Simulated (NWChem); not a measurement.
System meant: C3H5BFN; SMILES C[C@H]1N=CB1F

Here is an NWChem input.

```
start job
memory heap 200 mb stack 900 mb global 1100 mb
geometry units angstroms noautoz
  C      0.827780    -1.749416     0.224192
  C     -0.057171    -0.741848    -0.474110
  N     -1.323657    -0.378507     0.267772
  C     -1.325658     0.904717     0.096285
  B      0.158690     0.823002    -0.339651
  F      1.218297     1.574336    -0.117317
  H      1.160018    -1.389593     1.210090
  H      1.725591    -1.952988    -0.378608
  H      0.295889    -2.701813     0.375935
  H     -0.353789    -1.100482    -1.471879
  H     -2.140605     1.551598     0.443106
end
basis spherical
  * library def2-svp
end
dft
  odft
  mult 2
  xc xpbe96 cpbe96
  iterations 150
  mulliken
end
task dft energy
```

End of the output:

```
                                 NWChem DFT Module
                                 -----------------

 Summary of "ao basis" -> "ao basis" (spherical)
 ------------------------------------------------------------------------------
       Tag                 Description            Shells   Functions and Types
 ---------------- ------------------------------  ------  ---------------------
 C                          def2-svp                 6       14   3s2p1d
 N                          def2-svp                 6       14   3s2p1d
 B                          def2-svp                 6       14   3s2p1d
 F                          def2-svp                 6       14   3s2p1d
 H                          def2-svp                 3        5   2s1p

 Summary of "ao basis" -> "ao basis" (spherical)
 ------------------------------------------------------------------------------
       Tag                 Description            Shells   Functions and Types
 ---------------- ------------------------------  ------  ---------------------
 C                          def2-svp                 6       14   3s2p1d
 N                          def2-svp                 6       14   3s2p1d
 B                          def2-svp                 6       14   3s2p1d
 F                          def2-svp                 6       14   3s2p1d
 H                          def2-svp                 3        5   2s1p

  number of electrons :                   44
  multiplicity        :                    2
 ------------------------------------------------------------------------
  no. of electrons and multiplicity not compatible                  44
 ------------------------------------------------------------------------
 ------------------------------------------------------------------------
  current input line :
    26: task dft energy
 ------------------------------------------------------------------------
 ------------------------------------------------------------------------
 There is an error in the input file
 ------------------------------------------------------------------------
 For more information see the NWChem manual at https://nwchemgit.github.io

0: no. of electrons and multiplicity not compatible:Received an Error in Communication
```

What is wrong, and how is it mended?

The program refused the input. Cause: the multiplicity doesn't fit the number of electrons (an even count wants an odd multiplicity, and the reverse). This input runs:
```
start job
memory heap 200 mb stack 900 mb global 1100 mb
geometry units angstroms noautoz
  C      0.827780    -1.749416     0.224192
  C     -0.057171    -0.741848    -0.474110
  N     -1.323657    -0.378507     0.267772
  C     -1.325658     0.904717     0.096285
  B      0.158690     0.823002    -0.339651
  F      1.218297     1.574336    -0.117317
  H      1.160018    -1.389593     1.210090
  H      1.725591    -1.952988    -0.378608
  H      0.295889    -2.701813     0.375935
  H     -0.353789    -1.100482    -1.471879
  H     -2.140605     1.551598     0.443106
end
basis spherical
  C library def2-svp
  N library def2-svp
  B library def2-svp
  F library def2-svp
  H library def2-svp
end
dft
  xc xpbe96 cpbe96
  iterations 150
  mulliken
end
task dft energy
```
It converges to -296.19755 Ha (PBE/def2-SVP).
